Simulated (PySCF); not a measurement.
**XPS shifts beside NMR shieldings**

Pentyl formate, C6H12O2.
Cartesian coordinates in Å at the PBE0-D3(BJ)/def2-SVP level; atoms count from 1:
```xyz
20
C6H12O2 angstrom
C      3.1705    0.3055    0.3551
C      1.8495    0.6034   -0.3350
C      0.7267   -0.3361    0.0829
C     -0.5927   -0.0494   -0.6182
C     -1.6896   -1.0018   -0.1895
O     -2.8946   -0.7873   -0.9271
C     -3.7101    0.1630   -0.4816
O     -3.5329    0.8464    0.4861
H      3.0781    0.3920    1.4497
H      3.9625    0.9981    0.0328
H      3.5140   -0.7183    0.1352
H      1.5454    1.6439   -0.1257
H      1.9794    0.5453   -1.4301
H      1.0327   -1.3797   -0.1159
H      0.5843   -0.2693    1.1768
H     -0.9137    0.9827   -0.4018
H     -0.4655   -0.1235   -1.7117
H     -1.9008   -0.8942    0.8856
H     -1.4097   -2.0450   -0.3948
H     -4.5965    0.2233   -1.1477
```

Binding energies: delta-SCF UKS SCAN, pcX-2 on the ionised atom, pcseg-1 elsewhere, spin-free X2C in PySCF. Shieldings: GIAO PBE0/pcSseg-1, non-relativistic, same geometry.

```
atom  isotropic shielding (ppm)
  C1                      167.8
  C2                      157.8
  C3                      154.0
  C4                      152.6
  C5                      119.5
  C7                       19.7
```

Question: What are the C 1s binding energies of these atoms?

Answer: 
| atom | environment | C 1s (eV) | isotropic shielding (ppm) |
| --- | --- | --- | --- |
| C1 | methyl carbon | 290.64 | 167.8 |
| C2 | chain CH2 carbon | 290.64 | 157.8 |
| C3 | chain CH2 carbon | 290.67 | 154.0 |
| C4 | chain CH2 carbon | 290.72 | 152.6 |
| C5 | sp3 carbon bound to oxygen | 292.39 | 119.5 |
| C7 | ester carbonyl carbon | 294.72 | 19.7 |

Question: Among the listed atoms, is the one with the highest binding energy also the least shielded?

Answer: Yes: C7 has both (294.72 eV, 19.7 ppm).

Over these 6 sites the two quantities correlate at r = -0.99. By binding energy: C1 ≈ C2 ≈ C3 < C4 < C5 < C7. By shielding: C7 < C5 < C4 < C3 < C2 < C1.

Geometry: PBE0-D3(BJ)/def2-SVP, one conformer, isolated molecule.
